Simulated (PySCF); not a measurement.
## Basis-set dependence of population analyses: `C=CO[Si](F)(F)F`

Compound: C2H3F3OSi.
Atom-mapped SMILES: `[CH2:1]=[CH:2][O:3][Si:4]([F:5])([F:6])[F:7]` (hydrogens: H8, H9 on C1; H10 on C2)

Structure used (PBE0-D3(BJ)/def2-SVP), in Å, numbered top down from 1:
```
atom  x, y, z in Å
C1     2.1336   -0.0079    0.3673
C2     0.8432   -0.0088    0.6804
O3    -0.1317   -0.1671   -0.2640
Si4   -1.7410   -0.0181   -0.1255
F5    -2.2558    1.3623   -0.7300
F6    -2.4561   -1.1910   -0.9253
F7    -2.1660   -0.0841    1.4122
H8     2.8773    0.1141    1.1551
H9     2.4652   -0.1294   -0.6658
H10    0.4796    0.1071    1.7077
```

PBE0 throughout (PySCF), one geometry, spherical d and f functions. Isolated species at its PBE0-D3(BJ)/def2-SVP geometry (one conformer only). Atoms taken as equivalent share a column and are averaged. The first 7 of 8 kinds of atom are listed.

Mulliken charges (e):

```json
{"basis": "STO-3G", "functions": "42", "C1": "-0.208", "C2": "+0.007", "O3": "-0.380", "Si4": "+1.120", "F5/F6/F7": "-0.259", "H8": "+0.081", "H9": "+0.083"}
{"basis": "6-31G", "functions": "73", "C1": "-0.368", "C2": "+0.158", "O3": "-0.749", "Si4": "+1.681", "F5/F6/F7": "-0.429", "H8": "+0.176", "H9": "+0.189"}
{"basis": "pcSseg-0", "functions": "73", "C1": "-0.454", "C2": "+0.102", "O3": "-0.878", "Si4": "+1.984", "F5/F6/F7": "-0.490", "H8": "+0.232", "H9": "+0.245"}
{"basis": "6-31G*", "functions": "108", "C1": "-0.434", "C2": "+0.135", "O3": "-0.538", "Si4": "+1.408", "F5/F6/F7": "-0.380", "H8": "+0.186", "H9": "+0.193"}
{"basis": "cc-pVDZ", "functions": "117", "C1": "-0.072", "C2": "+0.085", "O3": "-0.346", "Si4": "+1.005", "F5/F6/F7": "-0.279", "H8": "+0.059", "H9": "+0.057"}
{"basis": "def2-SVP", "functions": "117", "C1": "-0.112", "C2": "+0.119", "O3": "-0.429", "Si4": "+1.182", "F5/F6/F7": "-0.315", "H8": "+0.065", "H9": "+0.068"}
{"basis": "aug-cc-pVDZ", "functions": "192", "C1": "+0.384", "C2": "+1.210", "O3": "-1.013", "Si4": "+2.597", "F5/F6/F7": "-0.634", "H8": "-0.307", "H9": "-0.424"}
{"basis": "6-311+G(2d,p)", "functions": "215", "C1": "-0.336", "C2": "+0.056", "O3": "-0.770", "Si4": "+2.205", "F5/F6/F7": "-0.517", "H8": "+0.127", "H9": "+0.128"}
{"basis": "def2-TZVP", "functions": "241", "C1": "-0.295", "C2": "+0.012", "O3": "-0.256", "Si4": "+0.963", "F5/F6/F7": "-0.280", "H8": "+0.143", "H9": "+0.141"}
{"basis": "cc-pVTZ", "functions": "256", "C1": "-0.299", "C2": "+0.058", "O3": "-0.224", "Si4": "+0.850", "F5/F6/F7": "-0.253", "H8": "+0.131", "H9": "+0.131"}
{"basis": "IGLO-III", "functions": "284", "C1": "-0.271", "C2": "+0.040", "O3": "-0.440", "Si4": "+1.698", "F5/F6/F7": "-0.449", "H8": "+0.116", "H9": "+0.116"}
{"basis": "pcSseg-2", "functions": "301", "C1": "-0.150", "C2": "+0.147", "O3": "-0.490", "Si4": "+1.434", "F5/F6/F7": "-0.382", "H8": "+0.070", "H9": "+0.077"}
```

IAO charges (e):

```json
{"basis": "STO-3G", "functions": "42", "C1": "-0.327", "C2": "-0.024", "O3": "-0.428", "Si4": "+1.484", "F5/F6/F7": "-0.364", "H8": "+0.136", "H9": "+0.137"}
{"basis": "6-31G", "functions": "73", "C1": "-0.341", "C2": "+0.033", "O3": "-0.559", "Si4": "+1.802", "F5/F6/F7": "-0.477", "H8": "+0.171", "H9": "+0.174"}
{"basis": "pcSseg-0", "functions": "73", "C1": "-0.341", "C2": "+0.041", "O3": "-0.564", "Si4": "+1.824", "F5/F6/F7": "-0.478", "H8": "+0.163", "H9": "+0.167"}
{"basis": "6-31G*", "functions": "108", "C1": "-0.352", "C2": "+0.065", "O3": "-0.593", "Si4": "+1.925", "F5/F6/F7": "-0.504", "H8": "+0.163", "H9": "+0.163"}
{"basis": "cc-pVDZ", "functions": "117", "C1": "-0.358", "C2": "+0.065", "O3": "-0.583", "Si4": "+1.898", "F5/F6/F7": "-0.498", "H8": "+0.165", "H9": "+0.163"}
{"basis": "def2-SVP", "functions": "117", "C1": "-0.348", "C2": "+0.065", "O3": "-0.583", "Si4": "+1.908", "F5/F6/F7": "-0.500", "H8": "+0.160", "H9": "+0.159"}
{"basis": "aug-cc-pVDZ", "functions": "192", "C1": "-0.368", "C2": "+0.063", "O3": "-0.590", "Si4": "+1.932", "F5/F6/F7": "-0.508", "H8": "+0.171", "H9": "+0.167"}
{"basis": "6-311+G(2d,p)", "functions": "215", "C1": "-0.367", "C2": "+0.061", "O3": "-0.600", "Si4": "+1.957", "F5/F6/F7": "-0.513", "H8": "+0.171", "H9": "+0.168"}
{"basis": "def2-TZVP", "functions": "241", "C1": "-0.369", "C2": "+0.066", "O3": "-0.604", "Si4": "+1.974", "F5/F6/F7": "-0.517", "H8": "+0.169", "H9": "+0.167"}
{"basis": "cc-pVTZ", "functions": "256", "C1": "-0.370", "C2": "+0.066", "O3": "-0.600", "Si4": "+1.962", "F5/F6/F7": "-0.514", "H8": "+0.169", "H9": "+0.167"}
{"basis": "IGLO-III", "functions": "284", "C1": "-0.370", "C2": "+0.063", "O3": "-0.602", "Si4": "+1.969", "F5/F6/F7": "-0.516", "H8": "+0.171", "H9": "+0.168"}
{"basis": "pcSseg-2", "functions": "301", "C1": "-0.367", "C2": "+0.063", "O3": "-0.604", "Si4": "+1.975", "F5/F6/F7": "-0.518", "H8": "+0.170", "H9": "+0.168"}
```

Some averages cover members that differ in this geometry, most widely: F5/F6/F7, Mulliken in 6-311+G(2d,p) -0.532 to -0.503; F5/F6/F7, Mulliken in aug-cc-pVDZ -0.647 to -0.620; F5/F6/F7, Mulliken in IGLO-III -0.465 to -0.440 e.

Question: Which scheme is steadiest as the basis changes?

Answer: Largest range over the bases for any column: IAO 0.49 e, Mulliken 1.75 e. IAO charges move least and Mulliken charges most, counted in e. Without the minimal STO-3G basis the ranges are IAO 0.17, Mulliken 1.75 e.

Question: How much do the charges still move between the two largest bases, IGLO-III and pcSseg-2?

Answer: At most, over all atoms: Mulliken 0.264 e, IAO 0.006 e.

Question: What do the same runs give for the total energy, the frontier levels and the dipole moment?

Answer: 
| basis | energy (Eh) | HOMO (eV) | LUMO (eV) | μ (D) |
| --- | --- | --- | --- | --- |
| STO-3G | -732.1026 | -4.19 | 4.12 | 0.66 |
| 6-31G | -741.6568 | -7.63 | -0.21 | 2.35 |
| pcSseg-0 | -740.4975 | -7.75 | 0.21 | 2.09 |
| 6-31G* | -741.8605 | -7.32 | 0.60 | 1.60 |
| cc-pVDZ | -741.8816 | -7.47 | 0.36 | 1.61 |
| def2-SVP | -741.4431 | -7.54 | 0.29 | 1.61 |
| aug-cc-pVDZ | -741.9324 | -7.62 | -0.41 | 1.61 |
| 6-311+G(2d,p) | -742.0576 | -7.65 | -0.29 | 1.70 |
| def2-TZVP | -742.1193 | -7.60 | 0.06 | 1.59 |
| cc-pVTZ | -742.0874 | -7.56 | 0.16 | 1.54 |
| IGLO-III | -742.1213 | -7.62 | -0.04 | 1.59 |
| pcSseg-2 | -742.1230 | -7.65 | -0.04 | 1.66 |

The dipole is fixed by the density alone, so its range of 1.69 D shows that the density itself changes with the basis, not only its division among atoms.
